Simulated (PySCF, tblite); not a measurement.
Isomers of C4H6OSi, one GFN2-xTB conformer each. Single-point energies are computed at PBE0/pcSseg-1 (PySCF, gas phase, no added dispersion term), electronic only.

| SMILES | GFN2-xTB relative energy (kJ/mol) |
| --- | --- |
| [SiH3]c1ccoc1 | 0.0 |
| O=C1CC=C[SiH2]1 | 105.8 |
| C=C1[SiH2][C@H]1C=O | 235.4 |

Conformers: `[CH2:1]=[C:2]1[SiH2:3][C@H:4]1[CH:5]=[O:6]` with Si3–C4–C5–O6 -123°.

Q: What does PBE0/pcSseg-1 give for the same structures?

A: 
```json
{"SMILES": "[SiH3]c1ccoc1", "PBE0/pcSseg-1 E (Eh)": "-520.29274", "PBE0/pcSseg-1 (kJ/mol)": "0.0", "GFN2-xTB (kJ/mol)": "0.0", "point group": "near Cs"}
{"SMILES": "O=C1CC=C[SiH2]1", "PBE0/pcSseg-1 E (Eh)": "-520.28781", "PBE0/pcSseg-1 (kJ/mol)": "12.9", "GFN2-xTB (kJ/mol)": "105.8", "point group": "Cs"}
{"SMILES": "C=C1[SiH2][C@H]1C=O", "PBE0/pcSseg-1 E (Eh)": "-520.23503", "PBE0/pcSseg-1 (kJ/mol)": "151.5", "GFN2-xTB (kJ/mol)": "235.4", "point group": "C1"}
```

Both levels put the same isomer lowest; measured from each level's own lowest isomer, the values differ by up to 92.9 kJ/mol (O=C1CC=C[SiH2]1: 105.8 against 12.9). As drawn, the lowest has an aromatic ring, which the highest lacks; the highest has a three-membered ring, a C=O bond and a C=C bond outside aromatic rings, which the lowest lacks.

Q: Which frontier levels, dipoles and rotational constants go with these structures?

A: 
| SMILES | HOMO (eV, PBE0/pcSseg-1) | LUMO (eV) | dipole (D) | A, B, C (MHz) |
| --- | --- | --- | --- | --- |
| [SiH3]c1ccoc1 | -6.82 | 0.11 | 0.34 | 8662, 1899, 1586 |
| O=C1CC=C[SiH2]1 | -6.65 | -1.33 | 2.70 | 4289, 3160, 1881 |
| C=C1[SiH2][C@H]1C=O | -7.00 | -1.06 | 3.95 | 4271, 2172, 1548 |

Q: What happens when harmonic zero-point energies from GFN2-xTB frequencies are added?

A: 
```json
{"SMILES": "[SiH3]c1ccoc1", "ZPE (kJ/mol)": "215.6", "electronic (kJ/mol)": "0.0", "with ZPE (kJ/mol)": "0.0"}
{"SMILES": "O=C1CC=C[SiH2]1", "ZPE (kJ/mol)": "218.9", "electronic (kJ/mol)": "12.9", "with ZPE (kJ/mol)": "16.3"}
{"SMILES": "C=C1[SiH2][C@H]1C=O", "ZPE (kJ/mol)": "213.5", "electronic (kJ/mol)": "151.5", "with ZPE (kJ/mol)": "149.4"}
```

The zero-point energies span 5.4 kJ/mol. The order is unchanged.

Q: As an exercise, what shares would exp(−E/RT) give at 298.15 K from these electronic energies alone (no entropy, no degeneracies)?

A: RT = 2.479 kJ/mol: [SiH3]c1ccoc1 99.5 %, O=C1CC=C[SiH2]1 0.5 %, C=C1[SiH2][C@H]1C=O under 0.1 %.
